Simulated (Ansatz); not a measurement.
Reaction (formal exchange of groups at the Sn–C bond): `[SnH3][CH]1C[SiH2]1` + `C=C` → `C=[CH][SnH3]` + `C1C[SiH2]1`

Calculated with Ansatz (gas phase, PBE0-D4/def2-TZVP geometries, no zero-point term in ΔE). CCSD(T)/CBS is the MP2 limit (def2-TZVPP, def2-QZVPP) plus CCSD(T) − MP2 in def2-TZVPP, frozen cores. This one scheme is used for every species. Functionals use def2-TZVPP. def2 core potentials past Kr. For Sn outer-core shells are correlated without core-valence functions, which leaves a few kJ/mol of doubt a bond.

`[SnH3][CH]1C[SiH2]1`:

Z-matrix (Å, degrees):
```
Sn
C 1 2.122
H 1 1.708 2 110.3
H 1 1.712 2 110.8 3 -121.3
H 1 1.710 2 107.7 3 119.8
C 2 1.549 1 119.3 3 -163.0
Si 2 1.846 1 122.0 3 -85.5
H 2 1.087 1 112.4 3 58.8
H 6 1.086 2 117.2 1 2.6
H 6 1.086 2 116.1 1 -134.0
H 7 1.478 2 119.3 1 144.8
H 7 1.478 2 119.3 1 -4.6
```

`C=C`:

Cartesian coordinates in Å:
```
C -0.588 0.185 -0.239
C 0.588 -0.185 0.239
H -1.128 -0.423 -0.957
H -1.062 1.111 0.067
H 1.128 0.423 0.957
H 1.062 -1.111 -0.067
```

`C=[CH][SnH3]`:

Cartesian coordinates in Å:
```
C -0.652 -0.722 -1.343
C 0.406 -0.213 -0.723
Sn 0.304 0.596 1.238
H -1.636 -0.755 -0.883
H -0.586 -1.133 -2.348
H 1.363 -0.210 -1.239
H 1.353 -0.247 2.290
H -1.309 0.439 1.776
H 0.757 2.244 1.232
```

`C1C[SiH2]1`:

```xyz
9

C    -0.549   -0.789    0.054
C    -0.308    0.596    0.691
Si    0.820    0.185   -0.713
H    -1.480   -0.913   -0.489
H    -0.306   -1.649    0.669
H    -1.088    1.335    0.543
H     0.085    0.598    1.702
H     2.222   -0.190   -0.431
H     0.604    0.827   -2.027
```

Question: Is it downhill or uphill in electronic energy at CCSD(T)/CBS, and by how much? (Estimate.)

Answer: Ansatz gave: Uphill: ΔE = +14.9 kJ/mol.

Question: What do these levels give: r2SCAN-D4, B2PLYP, PBE, r2SCAN, PBE0, SCS-MP2/def2-QZVPP? (Estimate.)

Answer: The calculation gave: r2SCAN-D4 9.2, B2PLYP 8.9, PBE 6.2, r2SCAN 8.4, PBE0 7.3, SCS-MP2/def2-QZVPP 14.7 kJ/mol.

Largest T1 diagnostic among the species: 0.013.

In def2-TZVPP, CCSD(T) changes the Hartree–Fock value by +5.8 kJ/mol (the triples alone add +1.0 kJ/mol) and MP2 by +9.0 kJ/mol. The D4 term adds +4.9 kJ/mol with B3LYP and +2.8 kJ/mol with PBE0; it sums over pairs of atoms, weighted by their polarisabilities, and B3LYP, whose exchange is more repulsive, gets the larger term.

B3LYP here is the variant with VWN-RPA as its local correlation; programs differ in this.
